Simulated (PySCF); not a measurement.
One molecule, one basis, several functionals.

Species: TMS, C₄H₁₂Si.
Structure used (GFN2-xTB), in Å, numbered top down from 1:
```xyz
17
C4H12Si angstrom
C     -0.4066   -1.2134   -1.4194
Si    -0.0012   -0.0007   -0.0018
C      0.0081    1.7855   -0.6754
C     -1.3198   -0.1549    1.3703
C      1.7161   -0.4155    0.7216
H     -1.3797   -1.0036   -1.8532
H     -0.4187   -2.2416   -1.0702
H      0.3270   -1.1480   -2.2173
H      0.2425    2.5019    0.1064
H     -0.9581    2.0579   -1.0892
H      0.7465    1.9077   -1.4621
H     -2.3121    0.0753    0.9941
H     -1.3509   -1.1605    1.7791
H     -1.1170    0.5258    2.1917
H      1.7463   -1.4264    1.1171
H      2.4931   -0.3368   -0.0328
H      1.9775    0.2592    1.5312
```

PySCF, 6-31++G** basis, density fitting, gas phase, GFN2-xTB geometry. One functional is left out:

```
functional  exact exchange (%)  HOMO energy (eV)  LUMO energy (eV)
     B97-D                   0             -6.96             -0.55
      BLYP                   0             -6.85             -0.66
      BP86                   0             -7.06             -0.51
      OPBE                   0             -6.98             -0.68
     B97-2                  21             -8.03             -0.12
  mPW1PW91                  25             -8.31             -0.23
 BHandHLYP                  50             -9.51              0.15
```

Task: Predict the row of B3LYP (20 % exact exchange) by straight lines through the other rows, and check it.

Result: 
```json
{"property": "HOMO energy (eV)", "line": "-7.99", "computed": "-8.06", "computed − line": "-0.07", "B97-2 (21 %), for comparison": "-8.03"}
{"property": "LUMO energy (eV)", "line": "-0.27", "computed": "-0.38", "computed − line": "-0.11", "B97-2 (21 %), for comparison": "-0.12"}
```

Task: Which of these properties follows the share of exact exchange most closely, and which least?

Result: Most closely the HOMO energy, least the LUMO energy; the correlations over the tabulated rows are HOMO energy -0.998, LUMO energy 0.962. The HOMO energy moves by -0.513 eV for every 10 %. Functionals with the same share still differ in their other parts: at 0 % BLYP and BP86 differ by 0.21 eV in it.
